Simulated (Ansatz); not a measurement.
`C=C[SiH](S)Cl` → `C=C(Cl)S[SiH3]`  (isomerisation)

Isolated molecules relaxed with PBE0-D4/def2-TZVP in Ansatz; ΔE leaves out vibrations. CBS: MP2 limit from def2 TZ/QZ plus the TZ coupled-cluster correction, frozen cores. Functionals use def2-TZVPP. One conformer a species, not always the lowest.

`C=C[SiH](S)Cl`:

Z-matrix (Å, degrees):
```
Si
C 1 1.850
Cl 1 2.060 2 107.1
S 1 2.124 2 112.6 3 -123.4
H 1 1.480 2 113.3 3 117.8
C 2 1.330 1 123.7 3 136.8
H 2 1.089 1 117.4 3 -43.6
H 4 1.345 1 94.0 2 57.2
H 6 1.086 2 121.6 1 -0.5
H 6 1.086 2 121.9 1 179.3
```

`C=C(Cl)S[SiH3]`:

Cartesian coordinates in Å:
```
C 0.278 -2.158 -0.533
C 0.412 -0.997 0.094
Cl 1.978 -0.276 0.282
S -0.948 -0.169 0.839
Si -0.566 1.877 0.304
H 1.141 -2.694 -0.907
H -0.705 -2.587 -0.669
H -1.848 2.543 0.639
H -0.275 1.989 -1.146
H 0.534 2.473 1.097
```

| level | ΔE (kJ/mol) |
| --- | --- |
| PBE-D4 | 192.1 |
| B2PLYP | 208.1 |
| MP2/def2-QZVPP | 210.8 |
| MP2/CBS(def2) | 211.7 |

(1) What does CCSD(T)/CBS give? (Best estimate.)

Largest T1 diagnostic among the species: 0.012.

Answers

(1) Computed: +211.5 kJ/mol. The listed levels differ from it by -19.4, -3.4, -0.7, 0.2 kJ/mol.

In def2-TZVPP, CCSD(T) changes the Hartree–Fock value by −19.0 kJ/mol (the triples alone add −5.2 kJ/mol) and MP2 by −18.7 kJ/mol. From PBE to PBE0 (25 % exact exchange), in def2-TZVPP and without D4, ΔE moves by +11.3 kJ/mol.

CCSD(T)/CBS has its own doubt, a few kJ/mol and more with outer-core shells, so smaller differences from it don't rank the levels.
